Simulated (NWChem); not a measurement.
System: SbCl2 cation; SMILES [Sb+]([Cl])[Cl]

Output (shortened):

```
             Northwest Computational Chemistry Package (NWChem) 7.3.0
             --------------------------------------------------------

 C2V symmetry detected

                             Geometry "geometry" -> ""
                             -------------------------

 Output coordinates in angstroms (scale by  1.889725989 to convert to a.u.)

  No.       Tag          Charge          X              Y              Z
 ---- ---------------- ---------- -------------- -------------- --------------
    1 Sb                  51.0000     0.00000000     0.00000000     0.58947240
    2 Cl                  17.0000     1.78587200     0.00000000    -0.88420860
    3 Cl                  17.0000    -1.78587200     0.00000000    -0.88420860

 Effective nuclear repulsion energy (a.u.)     439.1174824732

      Symmetry information
      --------------------

 Group name             C2v
 Group number             16
 Group order               4
 No. of unique centers     2

 Summary of "ao basis" -> "ao basis" (spherical)
 ------------------------------------------------------------------------------
       Tag                 Description            Shells   Functions and Types
 ---------------- ------------------------------  ------  ---------------------
 Sb                         def2-svp                10       26   4s4p2d
 Cl                         def2-svp                 8       18   4s3p1d

      Symmetry analysis of basis
      --------------------------

        a1         25
        a2          7
        b1         19
        b2         11

            General Information
            -------------------
          SCF calculation type: DFT
          Wavefunction type:  closed shell.
          No. of atoms     :     3
          No. of electrons :    56
           Alpha electrons :    28
            Beta electrons :    28
          Charge           :     1
          Spin multiplicity:     1
          Use of symmetry is: on ; symmetry adaption is: on
          Maximum number of iterations: 150
          AO basis - number of functions:    62
                     number of shells:    26
          Convergence on energy requested:  1.00D-06
          Convergence on density requested:  1.00D-05
          Convergence on gradient requested:  5.00D-04

              XC Information
              --------------
          PerdewBurkeErnzerhof Exchange Functional  1.000
            Perdew 1991 LDA Correlation Functional  1.000 local
           PerdewBurkeErnz. Correlation Functional  1.000 non-local

             Grid Information
             ----------------
          Grid used for XC integration:  medium
          Radial quadrature: Mura-Knowles
          Angular quadrature: Lebedev.
          Tag              B.-S. Rad. Rad. Pts. Rad. Cut. Ang. Pts.
          ---              ---------- --------- --------- ---------
          Sb                  1.45      123           8.0       590
          Cl                  1.00       88           9.0       590
          Grid pruning is: on
          Number of quadrature shells:   211
          Spatial weights used:  Erf1

      Superposition of Atomic Density Guess
      -------------------------------------

 Sum of atomic energies:       -1196.25935276

 Renormalizing density from      57.00 to     56

      Non-variational initial energy
      ------------------------------

 Total energy =   -1146.844956
 1-e energy   =   -2094.428101
 2-e energy   =     726.042265
 HOMO         =      -0.650419
 LUMO         =      -0.394067

      Symmetry analysis of molecular orbitals - initial
      -------------------------------------------------

  Numbering of irreducible representations:

     1 a1          2 a2          3 b1          4 b2

  Orbital symmetries:

     1 a1          2 b1          3 a1          4 b1          5 a1
     6 b1          7 a1          8 b1          9 b2         10 a2
    11 a1         12 b1         13 a1         14 b2         15 b1
    16 a1         17 a1         18 a2         19 b2         20 a1
    21 b1         22 a1         23 b1         24 a1         25 b2
    26 a2         27 b1         28 a1         29 b2         30 a1
    31 b1         32 a1         33 b1         34 a1         35 b2
    36 a1         37 a2         38 b2

     ---------------------------------------------
      Total Density - Mulliken Population Analysis
     ---------------------------------------------

    Atom       Charge   Shell Charges
 -----------   ------   -------------------------------------------------------
    1 Sb  23    21.07   2.11 -0.07  1.44  0.45  2.99  3.03  0.69  0.30  9.88  0.25
    2 Cl  17    17.46   2.00  2.00  1.35  0.61  5.96  2.41  3.13  0.01
    3 Cl  17    17.46   2.00  2.00  1.35  0.61  5.96  2.41  3.13  0.01

   convergence    iter        energy       DeltaE   RMS-Dens  Diis-err
 ---------------- ----- ----------------- --------- --------- ---------
 d= 0,ls=0.0,diis     1  -1159.5552248635 -1.38D+03  5.35D-02  1.66D+00
 d= 0,ls=0.0,diis     2  -1158.1982992870  1.36D+00  4.65D-02  7.96D+00
 d= 0,ls=0.0,diis     3  -1159.6962002621 -1.50D+00  9.88D-03  2.66D-01
 d= 0,ls=0.0,diis     4  -1159.7444614861 -4.83D-02  1.18D-03  7.74D-03
 d= 0,ls=0.0,diis     5  -1159.7452766371 -8.15D-04  4.47D-04  1.18D-03
  Resetting Diis
 d= 0,ls=0.0,diis     6  -1159.7454916828 -2.15D-04  1.40D-04  1.12D-04
 d= 0,ls=0.0,diis     7  -1159.7455139383 -2.23D-05  1.08D-04  3.66D-06
 d= 0,ls=0.0,diis     8  -1159.7455095476  4.39D-06  8.00D-05  2.70D-05
 d= 0,ls=0.0,diis     9  -1159.7455145937 -5.05D-06  6.42D-06  2.23D-07
 d= 0,ls=0.0,diis    10  -1159.7455146270 -3.33D-08  8.81D-07  2.32D-09

         Total DFT energy =    -1159.745514626993
      One electron energy =    -2118.331778571097
           Coulomb energy =      812.261460483216
    Exchange-Corr. energy =      -75.216076053845
 Nuclear repulsion energy =      221.540879514734

 Numeric. integr. density =       55.999999817649

                  Occupations of the irreducible representations
                  ----------------------------------------------

                     irrep           alpha         beta
                     --------     --------     --------
                     a1               12.0         12.0
                     a2                3.0          3.0
                     b1                9.0          9.0
                     b2                4.0          4.0

                       DFT Final Molecular Orbital Analysis
                       ------------------------------------

 Vector   26  Occ=2.000000D+00  E=-5.110627D-01  Symmetry=a2
              MO Center= -1.4D-14, -1.6D-15, -8.5D-01, r^2= 4.2D+00
   Bfn.  Coefficient  Atom+Function         Bfn.  Coefficient  Atom+Function
  ----- ------------  ---------------      ----- ------------  ---------------
    38      0.449036  2 Cl py                56     -0.449036  3 Cl py
    35      0.350359  2 Cl py                53     -0.350359  3 Cl py
    32      0.201470  2 Cl py                50     -0.201470  3 Cl py
    22      0.069834  1 Sb d -2              17     -0.058496  1 Sb d -2

 Vector   27  Occ=2.000000D+00  E=-5.013333D-01  Symmetry=a1
              MO Center= -1.1D-13,  3.4D-15, -6.1D-01, r^2= 4.4D+00
   Bfn.  Coefficient  Atom+Function         Bfn.  Coefficient  Atom+Function
  ----- ------------  ---------------      ----- ------------  ---------------
    39      0.432549  2 Cl pz                57      0.432549  3 Cl pz
    36      0.333024  2 Cl pz                54      0.333024  3 Cl pz
     3     -0.268311  1 Sb s                 33      0.191311  2 Cl pz
    51      0.191311  3 Cl pz                13     -0.187782  1 Sb pz
     4     -0.179871  1 Sb s                  1      0.114522  1 Sb s

 Vector   28  Occ=2.000000D+00  E=-4.981121D-01  Symmetry=b1
              MO Center=  1.4D-13, -7.6D-16, -8.3D-01, r^2= 4.3D+00
   Bfn.  Coefficient  Atom+Function         Bfn.  Coefficient  Atom+Function
  ----- ------------  ---------------      ----- ------------  ---------------
    37      0.365093  2 Cl px                55      0.365093  3 Cl px
    34      0.288135  2 Cl px                52      0.288135  3 Cl px
    39      0.264764  2 Cl pz                57     -0.264764  3 Cl pz
    36      0.212147  2 Cl pz                54     -0.212147  3 Cl pz
    31      0.164654  2 Cl px                49      0.164654  3 Cl px

 Vector   29  Occ=0.000000D+00  E=-4.048043D-01  Symmetry=b2
              MO Center= -6.8D-15, -3.0D-15,  2.6D-01, r^2= 3.3D+00
   Bfn.  Coefficient  Atom+Function         Bfn.  Coefficient  Atom+Function
  ----- ------------  ---------------      ----- ------------  ---------------
    12      0.666907  1 Sb py                15      0.393093  1 Sb py
    38     -0.281679  2 Cl py                56     -0.281679  3 Cl py
     9     -0.216211  1 Sb py                35     -0.200986  2 Cl py
    53     -0.200986  3 Cl py                 6     -0.172729  1 Sb py
    32     -0.113349  2 Cl py                50     -0.113349  3 Cl py

 Vector   30  Occ=0.000000D+00  E=-3.046197D-01  Symmetry=a1
              MO Center= -8.5D-14, -1.1D-16,  9.9D-02, r^2= 3.8D+00
   Bfn.  Coefficient  Atom+Function         Bfn.  Coefficient  Atom+Function
  ----- ------------  ---------------      ----- ------------  ---------------
    13      0.622455  1 Sb pz                16      0.549796  1 Sb pz
     3     -0.454612  1 Sb s                 37     -0.393826  2 Cl px
    55      0.393826  3 Cl px                34     -0.227052  2 Cl px
    52      0.227052  3 Cl px                30      0.217469  2 Cl s
    48      0.217469  3 Cl s                 10     -0.193015  1 Sb pz

[...]
```

Level: PBE/def2-SVP with def2 effective core potentials on Sb. Coordinates come from a PBE-D3(BJ)/def2-SVP optimisation. def2 effective core potentials on Sb; no spin-orbit coupling.

Question: Reconstruct the input file.

Answer: Several could match; the one computed here: the input that was run:
```
start job
memory heap 200 mb stack 900 mb global 1100 mb
charge 1
geometry units angstroms noautoz
  Sb     0.000000     0.000000     0.586487
  Cl     1.785872     0.000000    -0.887194
  Cl    -1.785872     0.000000    -0.887194
end
basis spherical
  * library def2-svp
end
ecp
  Sb library def2-ecp
end
dft
  xc xpbe96 cpbe96
  iterations 150
  mulliken
end
task dft energy
```
